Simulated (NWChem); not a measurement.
Everything below was run with NWChem. System: H₂Ge, charge 0, spin multiplicity 1, at a geometry optimised with B3LYP/def2-SVP. The structure started from a generated list of species. Level: RHF/def2-TZVP.

Output (cleaned and shortened):

```
             Northwest Computational Chemistry Package (NWChem) 7.3.0
             --------------------------------------------------------

                                NWChem Input Module
                                -------------------

 Scaling coordinates for geometry "geometry" by  1.889725989
 (inverse scale =  0.529177249)

 Turning off AUTOSYM since
 SYMMETRY directive was detected!

                             Geometry "geometry" -> ""
                             -------------------------

 Output coordinates in angstroms (scale by  1.889725989 to convert to a.u.)

  No.       Tag          Charge          X              Y              Z
 ---- ---------------- ---------- -------------- -------------- --------------
    1 Ge                  32.0000     0.00000000     0.00000000     0.06635100
    2 H                    1.0000    -1.14248900     0.00000000    -1.06161800
    3 H                    1.0000     1.14248900     0.00000000    -1.06161800

 Effective nuclear repulsion energy (a.u.)      21.3263105001

            Nuclear Dipole moment (a.u.)
            ----------------------------
        X                 Y               Z
 ---------------- ---------------- ----------------
     0.0000000000     0.0000000000    -0.0000075589

      Symmetry information
      --------------------

 Group name             C2v
 Group number             16
 Group order               4
 No. of unique centers     2

      Symmetry unique atoms

     1    2


 Summary of "ao basis" -> "" (spherical)
 ------------------------------------------------------------------------------
       Tag                 Description            Shells   Functions and Types
 ---------------- ------------------------------  ------  ---------------------
 *                         def2-tzvp                  on all atoms

 Summary of "ao basis" -> "ao basis" (spherical)
 ------------------------------------------------------------------------------
       Tag                 Description            Shells   Functions and Types
 ---------------- ------------------------------  ------  ---------------------
 Ge                        def2-tzvp                16       48   6s5p4d1f
 H                         def2-tzvp                 4        6   3s1p

                                 NWChem SCF Module
                                 -----------------

  ao basis        = "ao basis"
  functions       =    60
  atoms           =     3
  closed shells   =    17
  open shells     =     0
  charge          =   0.00
  wavefunction    = RHF
  use symmetry    = T
  symmetry adapt  = T

 Summary of "ao basis" -> "ao basis" (spherical)
 ------------------------------------------------------------------------------
       Tag                 Description            Shells   Functions and Types
 ---------------- ------------------------------  ------  ---------------------
 Ge                        def2-tzvp                16       48   6s5p4d1f
 H                         def2-tzvp                 4        6   3s1p

      Symmetry analysis of basis
      --------------------------

        a1         26
        a2          6
        b1         16
        b2         12

 Forming initial guess at       0.0s

      Superposition of Atomic Density Guess
      -------------------------------------

 Sum of atomic energies:       -2076.30568075

      Non-variational initial energy
      ------------------------------

 Total energy =   -2076.261141
 1-e energy   =   -2938.371852
 2-e energy   =     840.784401
 HOMO         =      -0.235644
 LUMO         =      -0.085548

      Symmetry analysis of molecular orbitals - initial
      -------------------------------------------------

  Numbering of irreducible representations:

     1 a1          2 a2          3 b1          4 b2

  Orbital symmetries:

     1 a1          2 a1          3 b1          4 a1          5 b2
     6 a1          7 b1          8 a1          9 b2         10 b1
    11 a1         12 a1         13 a2         14 b2         15 a1
    16 b1         17 a1         18 b2         19 b1         20 a1
    21 a1         22 a1         23 a2         24 b2         25 b1
    26 a1         27 b2

 Starting SCF solution at       0.7s

 ----------------------------------------------
         Quadratically convergent ROHF

 Convergence threshold     :          1.000E-07
 Maximum no. of iterations :          100
 Final Fock-matrix accuracy:          1.000E-09
 ----------------------------------------------

              iter       energy          gnorm     gmax       time
             ----- ------------------- --------- --------- --------
                 1    -2076.4659801481  2.80D-01  1.05D-01      0.7
                 2    -2076.4748903552  1.18D-01  3.43D-02      0.7
                 3    -2076.4757828543  5.46D-03  2.71D-03      0.7
                 4    -2076.4757878812  1.10D-05  4.77D-06      0.7
                 5    -2076.4757878812  4.69D-09  1.86D-09      0.8

       Final RHF  results
       ------------------

         Total SCF energy =  -2076.475787881224
      One-electron energy =  -2938.838491200132
      Two-electron energy =    841.036392818833
 Nuclear repulsion energy =     21.326310500075

        Time for solution =      0.1s

       Symmetry analysis of molecular orbitals - final
       -----------------------------------------------

  Numbering of irreducible representations:

     1 a1          2 a2          3 b1          4 b2

  Orbital symmetries:

     1 a1          2 a1          3 b2          4 b1          5 a1
     6 a1          7 b2          8 b1          9 a1         10 a1
    11 a2         12 b2         13 b1         14 a1         15 a1
    16 b1         17 a1         18 b2         19 b1         20 a1
    21 a1         22 a1         23 a2         24 b2         25 b1
    26 a1         27 b2

             Final eigenvalues
             -----------------

              1
    1 -405.2398
    2  -52.1474
    3  -46.2354
    4  -46.2333
    5  -46.2328
    6   -7.1897
    7   -5.1677
    8   -5.1604
    9   -5.1579
   10   -1.6424
   11   -1.6390
   12   -1.6359
   13   -1.6299
   14   -1.6261
   15   -0.6712
   16   -0.4355
   17   -0.3384
   18    0.0065
   19    0.1447
   20    0.1648
   21    0.2786
   22    0.3049
   23    0.3065
   24    0.3089
   25    0.3210
   26    0.4229
   27    0.4767

                       ROHF Final Molecular Orbital Analysis
                       -------------------------------------

 Vector   15  Occ=2.000000D+00  E=-6.712402D-01  Symmetry=a1
              MO Center= -6.0D-16,  8.5D-17, -4.6D-01, r^2= 1.7D+00
   Bfn.  Coefficient  Atom+Function         Bfn.  Coefficient  Atom+Function
  ----- ------------  ---------------      ----- ------------  ---------------
     5      0.519106  1 Ge s                  6      0.358260  1 Ge s
     4     -0.278365  1 Ge s                  3     -0.185490  1 Ge s
    50      0.152546  2 H  s                 56      0.152546  3 H  s

 Vector   16  Occ=2.000000D+00  E=-4.355235D-01  Symmetry=b1
              MO Center=  6.6D-15, -8.7D-15, -7.1D-01, r^2= 2.3D+00
   Bfn.  Coefficient  Atom+Function         Bfn.  Coefficient  Atom+Function
  ----- ------------  ---------------      ----- ------------  ---------------
    16      0.324154  1 Ge px                50     -0.231923  2 H  s
    56      0.231923  3 H  s                 19      0.221074  1 Ge px
    51     -0.150442  2 H  s                 57      0.150442  3 H  s

 Vector   17  Occ=2.000000D+00  E=-3.384395D-01  Symmetry=a1
              MO Center=  2.7D-16, -1.4D-17,  2.3D-01, r^2= 2.5D+00
   Bfn.  Coefficient  Atom+Function         Bfn.  Coefficient  Atom+Function
  ----- ------------  ---------------      ----- ------------  ---------------
     6      0.404036  1 Ge s                 21      0.368381  1 Ge pz
    18      0.365858  1 Ge pz                 5      0.322377  1 Ge s
     4     -0.164589  1 Ge s                 12     -0.159495  1 Ge pz

 Vector   18  Occ=0.000000D+00  E= 6.545690D-03  Symmetry=b2
              MO Center= -1.9D-14, -4.9D-15,  3.3D-02, r^2= 3.2D+00
   Bfn.  Coefficient  Atom+Function         Bfn.  Coefficient  Atom+Function
  ----- ------------  ---------------      ----- ------------  ---------------
    20      0.775724  1 Ge py                17      0.317617  1 Ge py
    11     -0.169072  1 Ge py

 Vector   19  Occ=0.000000D+00  E= 1.446957D-01  Symmetry=b1
              MO Center=  7.5D-16, -1.9D-17,  3.3D-02, r^2= 4.6D+00
   Bfn.  Coefficient  Atom+Function         Bfn.  Coefficient  Atom+Function
  ----- ------------  ---------------      ----- ------------  ---------------
    19      1.436697  1 Ge px                51      1.077893  2 H  s
    57     -1.077893  3 H  s                 16      0.165659  1 Ge px

 Vector   20  Occ=0.000000D+00  E= 1.647964D-01  Symmetry=a1
              MO Center= -5.4D-16, -9.6D-17, -5.9D-01, r^2= 5.8D+00
   Bfn.  Coefficient  Atom+Function         Bfn.  Coefficient  Atom+Function
  ----- ------------  ---------------      ----- ------------  ---------------
     6      1.821377  1 Ge s                 51     -1.608104  2 H  s
    57     -1.608104  3 H  s                 21     -1.483982  1 Ge pz
     5      0.202792  1 Ge s                  4     -0.153770  1 Ge s

 center of mass
 --------------
 x =   0.00000000 y =   0.00000000 z =   0.06880630

 moments of inertia (a.u.)
 ------------------
           8.915047517175           0.000000000000           0.000000000000
           0.000000000000          18.310481581557           0.000000000000
           0.000000000000           0.000000000000           9.395434064383

  Mulliken analysis of the total density
  --------------------------------------

    Atom       Charge   Shell Charges
 -----------   ------   -------------------------------------------------------
    1 Ge  32    31.91   2.00  2.00  1.17  0.78  0.97  0.86  5.98  4.42  1.58  1.04  0.97  8.92  1.09  0.03  0.10  0.01
    2 H    1     1.04   0.22  0.57  0.25  0.01
    3 H    1     1.04   0.22  0.57  0.25  0.01

       Multipole analysis of the density wrt the origin
       ------------------------------------------------

     L   x y z        total         open         nuclear
     -   - - -        -----         ----         -------
     0   0 0 0     -0.000000      0.000000     34.000000

     1   1 0 0     -0.000000      0.000000      0.000000
     1   0 1 0      0.000000      0.000000      0.000000
     1   0 0 1      0.049866      0.000000     -0.000008

     2   2 0 0    -15.622688      0.000000      9.322486
     2   1 1 0     -0.000000      0.000000      0.000000
     2   1 0 1     -0.000000      0.000000      0.000000
     2   0 2 0    -12.095622      0.000000      0.000000
     2   0 1 1     -0.000000      0.000000      0.000000
     2   0 0 2    -17.173983      0.000000      8.552499

 Task  times  cpu:        0.8s     wall:        0.8s

 Total times  cpu:        0.8s     wall:        0.8s
```

**Question.** Write an NWChem input that would produce this output.

**Answer.** One answer among several that fit: 
```
start mol
memory heap 200 mb stack 900 mb global 1100 mb
geometry units angstroms nocenter noautoz
  Ge     0.000000     0.000000     0.066351
  H     -1.142489     0.000000    -1.061618
  H      1.142489     0.000000    -1.061618
  symmetry group C2v
end
basis spherical
  * library def2-tzvp
end
scf
  rhf
  nopen 0
  maxiter 100
  thresh 1e-7
  semidirect memsize 60000000 filesize 0
end
task scf energy
```
